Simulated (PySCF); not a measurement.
Bond curve of ZnP

Set-up: PySCF, spin-free X2C with a Gaussian nucleus, basis sets Zn x2c-TZVPPall, P x2c-TZVPPall. Energies in eV from Zn + P in their ground configurations at the same level. All curves are PBE0. state 1: ⁴Σ⁻ (quartet), unpaired electrons σ ↑, π ↑↑; state 2: Ms = 0.5 determinant of mixed spin (⟨S²⟩ near 1.8), unpaired electrons σ ↓, π ↑↑, a second solution, started from another occupation; state 3: ²Π (doublet), unpaired electrons π ↑, a second solution, started from another occupation; state 4: Ms = 0.5 determinant of mixed spin (⟨S²⟩ near 1.8), unpaired electrons σ ↑, π ↑↓, a mixture of terms (⟨Lz²⟩ = 2.0), a second solution, started from another occupation.

```json
{"R (Å)": "2.099", "state 1": "-0.0553", "state 2": "0.1659", "state 3": "0.0332", "state 4": "0.3666"}
{"R (Å)": "2.197", "state 1": "-0.2776", "state 2": "-0.0476", "state 3": "0.0030", "state 4": "0.1517"}
{"R (Å)": "2.295", "state 1": "-0.3893", "state 2": "-0.1445", "state 3": "0.0637", "state 4": "0.0502"}
{"R (Å)": "2.368", "state 1": "-0.4240", "state 2": "-0.1639", "state 3": "0.1468", "state 4": "0.0250"}
{"R (Å)": "2.441", "state 1": "-0.4300", "state 2": "-0.1514", "state 3": "0.2493", "state 4": "0.0301"}
{"R (Å)": "2.514", "state 1": "-0.4168", "state 2": "-0.1165", "state 3": "0.3630", "state 4": "0.0559"}
{"R (Å)": "2.612", "state 1": "-0.3809", "state 2": "-0.0480", "state 3": "0.5219", "state 4": "0.1102"}
{"R (Å)": "2.734", "state 1": "-0.3233", "state 2": "0.0547", "state 3": "0.7181", "state 4": "0.1925"}
{"R (Å)": "2.880", "state 1": "-0.2531", "state 2": "0.1803", "state 3": "0.9361", "state 4": "0.2920"}
{"R (Å)": "3.076", "state 1": "-0.1752", "state 2": "0.3254", "state 3": "1.1837", "state 4": "0.4044"}
```

**Question.** Put a parabola through the three lowest points of the state 1 curve and estimate Re, k and ωe (reduced mass 20.86 u; 1 eV/Å² = 0.16022 mdyn/Å; ωe = 1302.8·√(k/μ) cm⁻¹).

**Answer.** Through R = 2.368, 2.441, 2.514 Å the second-order coefficient is 1.80 eV/Å², so Re ≈ 2.427 Å, k ≈ 0.577 mdyn/Å and ωe ≈ 217 cm⁻¹. A polynomial fit of higher order to the unrounded PBE0 energies gives Re = 2.423 Å, k = 0.633 mdyn/Å, ωe = 227 cm⁻¹; anharmonicity and rounding make the difference.

The higher-order fit for each curve: state 1: Re = 2.423 Å, ωe = 227 cm⁻¹, De = 0.431 eV; state 2: Re = 2.372 Å, ωe = 275 cm⁻¹, minimum 0.164 eV below the ground-state fragments; state 3: Re = 2.174 Å, ωe = 370 cm⁻¹, minimum 0.000 eV above the ground-state fragments; state 4: Re = 2.389 Å, ωe = 256 cm⁻¹, minimum 0.024 eV above the ground-state fragments.

The state is the lowest determinant that a PBE0 search found; another state may lie lower at other levels.
